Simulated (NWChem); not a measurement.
Molecule: Si$_{3}$H$_{6}$O; SMILES O1[SiH2][SiH2][SiH2]1

```xyz
10

O     -0.1774     1.4033     0.0000
Si    -0.1174     0.4187     1.3805
Si    -0.0003    -1.4974     0.0000
Si    -0.1174     0.4187    -1.3805
H     -1.3444     0.5893     2.2148
H      1.0797     0.7374     2.2149
H      1.2759    -2.2750     0.0000
H     -1.1726    -2.4245     0.0000
H     -1.3444     0.5893    -2.2148
H      1.0797     0.7374    -2.2149
```
Atoms are numbered in this order, from 1.

All runs: NWChem. Geometry: optimised at PBE0/def2-SVP. Level: M05-2X/def2-SVP with SMD (1 M gas to 1 M solution), gas-phase geometry. Reactions with the solvent are ignored.

For solvent water:

* **solvation free energy (kcal/mol)**: 0.7
* **cavity-dispersion-structure term (kcal/mol)**: 3.3
* **dipole in solution (D)**: 1.94

Problem. Estimate the same quantities for solvent 1,4-dioxane.

Solution. 
| Property | Value |
|---|---|
| solvation free energy (kcal/mol) | -0.8 |
| cavity-dispersion-structure term (kcal/mol) | -0.1 |
| dipole in solution (D) | 1.54 |
